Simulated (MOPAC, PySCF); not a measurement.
C14H10S, SMILES `Sc1cccc2c1ccc1ccccc12` (H–S–C–C torsion 127°), neutral singlet in the gas phase. 

Cartesian coordinates (Å):
```xyz
25

S     -3.7353     1.8218     1.1144
C     -2.7217     0.5085     0.4691
C     -3.3697    -0.6341     0.0329
C     -2.6381    -1.6877    -0.5337
C     -1.2648    -1.6085    -0.6294
C     -0.5661    -0.4633    -0.1918
C     -1.3086     0.6307     0.3396
C     -0.6172     1.8242     0.7224
C      0.7353     1.9198     0.6256
C      1.5249     0.8315     0.1395
C      2.9312     0.9364     0.0601
C      3.6950    -0.1085    -0.4144
C      3.0653    -1.2960    -0.8255
C      1.6915    -1.4181    -0.7581
C      0.8815    -0.3657    -0.2775
H     -3.0958     1.9690     2.2965
H     -4.4527    -0.7117     0.1480
H     -3.1598    -2.5824    -0.8806
H     -0.7178    -2.4496    -1.0553
H     -1.2066     2.6727     1.0730
H      1.2438     2.8435     0.9135
H      3.4051     1.8667     0.3839
H      4.7821    -0.0166    -0.4705
H      3.6644    -2.1291    -1.2003
H      1.2341    -2.3536    -1.0813
```
Charge 0, multiplicity 1.

All levels are single points at this geometry (PBE0-D4/def2-SVP); Pople sets use spherical d functions. Orbital energies aren't observables, and empty levels follow the basis.

B3LYP/6-31G* in PySCF gives HOMO (eV) = -5.79.

Problem. Estimate the HOMO (eV) from each of these levels: B3LYP-D3(BJ)/def2-SVP in PySCF; PBE0-D4/def2-SVP in PySCF; B3LYP/3-21G in PySCF; B3LYP/LANL2DZ in PySCF; SVWN5/6-31G* in PySCF; HF/3-21G in PySCF; HF/6-31G* in PySCF; PM7 in MOPAC.

Solution. 
```json
[
 {"level": "B3LYP-D3(BJ)/def2-SVP in PySCF", "HOMO (eV)": "-5.96"},
 {"level": "PBE0-D4/def2-SVP in PySCF", "HOMO (eV)": "-6.23"},
 {"level": "B3LYP/3-21G in PySCF", "HOMO (eV)": "-5.93"},
 {"level": "B3LYP/LANL2DZ in PySCF", "HOMO (eV)": "-6.00"},
 {"level": "SVWN5/6-31G* in PySCF", "HOMO (eV)": "-5.28"},
 {"level": "HF/3-21G in PySCF", "HOMO (eV)": "-7.89"},
 {"level": "HF/6-31G* in PySCF", "HOMO (eV)": "-7.67"},
 {"level": "PM7 in MOPAC", "HOMO (eV)": "-8.67"}
]
```
